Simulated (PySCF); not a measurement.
## Spinor energies of Tl (thallium, neutral)

Start: [Xe] 4f14 5d10 6s2 6p1; 6p1/2 filled at m_j = +1/2. Calculated with PySCF 2.14 in x2c-TZVPall-2c (11s11p9d3f, 110 functions): generalised Hartree-Fock with the X2C-1e Hamiltonian and a Gaussian nucleus; one run each with spin-orbit coupling (SO) switched off, then screened by Boettger's factors.

| spinor shell | electrons | ε, spin-free (eV) | ε, screened SO (eV) | weight of nominal j (screened SO) | rms radius, screened SO (bohr) |
| --- | --- | --- | --- | --- | --- |
| 1s1/2 | 2 | -86016.3 | -85979.8 | 1.000 | 0.0184 |
| 2s1/2 | 2 | -15472.5 | -15460.6 | 1.000 | 0.0743 |
| 2p1/2 | 2 | -13324.5 | -14816.5 | 1.000 | 0.0628 |
| 2p3/2 | 4 | -13324.5 | -12745.7 | 1.000 | 0.0710 |
| 3s1/2 | 2 | -3764.9 | -3760.6 | 1.000 | 0.189 |
| 3p1/2 | 2 | -3137.1 | -3471.1 | 1.000 | 0.181 |
| 3p3/2 | 4 | -3137.1 | -3004.2 | 1.000 | 0.197 |
| 3d3/2 | 4 | -2474.8 | -2532.1 | 1.000 | 0.173 |
| 3d5/2 | 6 | -2474.8 | -2432.9 | 1.000 | 0.178 |
| 4s1/2 | 2 | -878.91 | -877.27 | 1.000 | 0.416 |
| 4p1/2 | 2 | -669.63 | -751.46 | 1.000 | 0.420 |
| 4p3/2 | 4 | -669.63 | -636.34 | 1.000 | 0.454 |
| 4d3/2 | 4 | -418.56 | -430.84 | 1.000 | 0.465 |
| 4d5/2 | 6 | -418.56 | -408.75 | 1.000 | 0.476 |
| 5s1/2 | 2 | -152.91 | -152.23 | 1.000 | 0.942 |
| 4f5/2 | 6 | -139.11 | -140.73 | 1.000 | 0.509 |
| 4f7/2 | 8 | -139.11 | -136.16 | 1.000 | 0.511 |
| 5p1/2 | 2 | -93.380 | -107.92 | 1.000 | 1.02 |
| 5p3/2 | 4 | -93.380 | -86.933 | 1.000 | 1.11 |
| 5d3/2 | 4 | -22.944 | -23.968 | 1.000 | 1.46 |
| 6s1/2 | 2 | -12.226 | -11.935 | 0.997 | 2.77 |
| 6p1/2 | 1 | -5.205 | -5.967 | 0.999 | 3.78 |

Where does 5d5/2 lie, and what is the 5d spin-orbit splitting (screened SO)?

At -21.385 eV, 2.583 eV above 5d3/2.

```csv
quantity,spin-free,screened SO
E (hartree),-20230.25928,-20265.14165
M_J,1/2,1/2
⟨J²⟩,1.277,0.765
⟨L²⟩,2.032,2.217
⟨S²⟩,0.761,0.946
```

Each row is a mean over spinors that exchange with the open shell spreads, by up to 0.446 eV (6s1/2).

Breit and QED terms are absent; they matter most for the inner s and p1/2 levels.

Densities and radii are taken from the X2C orbitals without a picture-change correction, which distorts them close to the nucleus.

Without spin-orbit coupling the j labels of p, d and f shells carry no meaning; the spin-free column gives the mean over the occupied spinors of each nl shell, and its ⟨J²⟩ belongs to a mixture of degenerate components.
